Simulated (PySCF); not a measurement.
## Deuteron quadrupole couplings in `C[C@H](O[SiH3])C(=O)OC1CC1`

C6H12O3Si.
Z-matrix (Å and degrees, GFN2-xTB geometry), rows numbered from 1:
```
C 
C   1  1.5348
O   2  1.3774  1  111.01
Si  3  1.6329  2  130.42  1   -97.65
C   2  1.5191  1  107.99  3  -122.38
O   5  1.2042  2  123.11  1   104.98
O   5  1.3252  2  111.76  1   -74.04
C   7  1.4171  5  117.73  2   178.08
C   8  1.4937  7  116.64  5   157.15
C   8  1.4965  7  117.21  5  -134.32
H   1  1.0877  2  109.46  3    64.11
H   1  1.0865  2  110.33  3  -175.06
H   1  1.0868  2  109.04  3   -54.62
H   2  1.0999  1  109.48  3   119.70
H   4  1.4620  3   95.15  2   168.49
H   4  1.4611  3  113.66  2    53.11
H   4  1.4595  3  113.81  2   -76.88
H   8  1.0826  7  112.50  5    11.40
H   9  1.0784  8  117.16 10  -107.87
H   9  1.0784  8  117.95 10   109.10
H  10  1.0786  8  117.28  9   107.65
H  10  1.0787  8  117.98  9  -109.15
```

Level: PBE0/pcSseg-1 (PySCF, non-relativistic); Q(2H) = 0.00286 b; rigid geometry, the same for H and D, with no vibrational averaging.

Task: Rank these positions by the coupling χzz of a deuteron there, largest first.
A. H17 (Si–H hydrogen)
B. H18 (methine hydrogen)
C. H19 (methylene hydrogen)
D. H14 (methine hydrogen)
E. H12 (methyl hydrogen)

Result: C (223 kHz), E (211 kHz), B (207 kHz), D (187 kHz), A (110 kHz).

Task: Give the electric field gradient Vzz (the principal value of largest size), its asymmetry and the 2H coupling at each hydrogen.

Result: 
```json
{"atom": "H11", "bonded to": "C1", "bond length (Å)": "1.088", "Vzz (au)": "0.3105", "η": "0.03", "χzz (kHz)": "209"}
{"atom": "H12", "bonded to": "C1", "bond length (Å)": "1.086", "Vzz (au)": "0.3143", "η": "0.02", "χzz (kHz)": "211"}
{"atom": "H13", "bonded to": "C1", "bond length (Å)": "1.087", "Vzz (au)": "0.3147", "η": "0.02", "χzz (kHz)": "212"}
{"atom": "H14", "bonded to": "C2", "bond length (Å)": "1.100", "Vzz (au)": "0.2787", "η": "0.04", "χzz (kHz)": "187"}
{"atom": "H15", "bonded to": "Si4", "bond length (Å)": "1.462", "Vzz (au)": "0.1626", "η": "0.02", "χzz (kHz)": "109"}
{"atom": "H16", "bonded to": "Si4", "bond length (Å)": "1.461", "Vzz (au)": "0.1629", "η": "0.07", "χzz (kHz)": "109"}
{"atom": "H17", "bonded to": "Si4", "bond length (Å)": "1.460", "Vzz (au)": "0.1638", "η": "0.06", "χzz (kHz)": "110"}
{"atom": "H18", "bonded to": "C8", "bond length (Å)": "1.083", "Vzz (au)": "0.3074", "η": "0.13", "χzz (kHz)": "207"}
{"atom": "H19", "bonded to": "C9", "bond length (Å)": "1.078", "Vzz (au)": "0.3323", "η": "0.07", "χzz (kHz)": "223"}
{"atom": "H20", "bonded to": "C9", "bond length (Å)": "1.078", "Vzz (au)": "0.3323", "η": "0.07", "χzz (kHz)": "223"}
{"atom": "H21", "bonded to": "C10", "bond length (Å)": "1.079", "Vzz (au)": "0.3323", "η": "0.07", "χzz (kHz)": "223"}
{"atom": "H22", "bonded to": "C10", "bond length (Å)": "1.079", "Vzz (au)": "0.3319", "η": "0.07", "χzz (kHz)": "223"}
```

Task: Average by the element that carries the hydrogen.

Result: on C: 213 kHz over 9 positions, mean bond length 1.084 Å; on Si: 110 kHz over 3 positions, mean bond length 1.461 Å.

Task: How does χzz go with the bond length over the 9 C–H bonds?

Result: A straight-line fit has a slope of -16.1 kHz for each 0.01 Å, with a correlation coefficient of -0.96, over lengths from 1.078 to 1.100 Å. The longer bonds have the smaller couplings here.

Task: A static deuteron (I = 1) shows a doublet split by (3/2)χ, (3/4)χ(1 + η) and (3/4)χ(1 − η) with the field along z, y and x of the gradient. What are these for H14?

Result: With |χ| = 187.3 kHz and η = 0.038: 281, 146 and 135 kHz, to first order and without motion.

Isolated species at its GFN2-xTB geometry (one conformer only). GFN2-xTB bond lengths can be off by several hundredths of an ångström, more for odd bonds, and the gradients follow them. With so small a basis the couplings can be 20 % off.

These values come from a run that also computed NMR shieldings. Rough CPU time on one thread of a shared machine: about 2.5 min.
